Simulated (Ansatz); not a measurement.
Start from `O[SiH](O)/C=C\[SiH2]F` and change one element to get `O[SiH](O)/C=C\[SiH2]Cl`.

Ansatz, PBE0-D4/def2-TZVP geometries, multiplicity 1. Each molecule was computed in one conformer, which needn't be the lowest.

```tsv
property	`O[SiH](O)/C=C\[SiH2]F`
LUMO energy (ωB97M-V/def2-TZVPP) / eV	0.75
HOMO–LUMO gap (ωB97M-V/def2-TZVPP) / eV	11.16
HOMO–LUMO gap (PBE0/def2-TZVPP) / eV	6.92
size of the dipole moment (ωB97M-V/def2-TZVPP) / D	2.20
LUMO energy (PBE0/def2-TZVPP) / eV	-1.29
LUMO energy (PBE/def2-TZVPP) / eV	-2.22
```

Question: Give the same properties after the change, and the shifts. (Best estimate.)

Answer: Computed: 
```
                                          property  `O[SiH](O)/C=C\[SiH2]Cl`  shift
             LUMO energy (ωB97M-V/def2-TZVPP) / eV                      0.64  -0.11
           HOMO–LUMO gap (ωB97M-V/def2-TZVPP) / eV                     11.07  -0.09
              HOMO–LUMO gap (PBE0/def2-TZVPP) / eV                      6.84  -0.08
size of the dipole moment (ωB97M-V/def2-TZVPP) / D                      2.57   0.37
                LUMO energy (PBE0/def2-TZVPP) / eV                     -1.39  -0.10
                 LUMO energy (PBE/def2-TZVPP) / eV                     -2.32  -0.10
```

Dipoles are sizes alone; their direction can turn.
